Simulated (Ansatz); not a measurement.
Ansatz (a first-principles code) input (B3LYP-D3(BJ)/def2-TZVP):

Ansatz 0.2 input:
```yaml
crystal:
  periodic: [false, false, false]
  atoms:
    - {symbol: Be, position_ang: [0.00946506, 0.00593543, -0.02216524]}
    - {symbol: F, position_ang: [1.28706701, -0.05196819, -0.59734012]}
    - {symbol: F, position_ang: [-1.26700328, 0.08112194, 0.55443844]}
basis:
  gaussian:
    orbitals: def2-TZVP
hamiltonian:
  xc: b3lyp
  dispersion: d3bj
total_charge: 1
magnetization: {spin_polarized: true, initial_magnetization: 1}
relax: {f_tol: 0.002, max_steps: 150}
```

End of the output:

```
the calculation of the forces begins
reference -5827.43199739 eV, -214.1541759289 hartree; 11, 10 occupied and 70, 71 virtual orbitals, 453 factors
relax step   4: F+E_penalty+E_count = -5827.46386159 eV  Δ(F+E_penalty+E_count) = -5.824e-5 eV  max|allowed force component| = 3.419e-4 eV/Å  Δτ_max = 0.0035 Å  (119 SCF iters, accepted)
integrals: 0.01 GiB planned
453 factors; their error is unknown
mean field: 0.20 GiB planned
mean field evaluation 192: about -5827.4204 eV, gradient 1.8e0 eV
mean field -5827.43183650 eV, -214.1541700161 hartree, gradient 2.2e-6 eV, S^2 0.761249; 3 other end points of the search recorded, 0 dependent functions left out
the calculation of the forces begins
reference -5827.43199739 eV, -214.1541759289 hartree; 11, 10 occupied and 70, 71 virtual orbitals, 453 factors
Total energy: -5827.46402249 eV, -214.1553528294 hartree
Atom 0 at     0.009633     0.009291    -0.021865 Å, force     0.000198     0.000327    -0.000051 eV/Å
Atom 1 at     1.320261    -0.055380    -0.612498 Å, force    -0.000342    -0.000151     0.000135 eV/Å
Atom 2 at    -1.300366     0.081178     0.569295 Å, force     0.000144    -0.000176    -0.000084 eV/Å
Dipole moment:    -0.000347    -0.004244    -0.000320 e Å
```
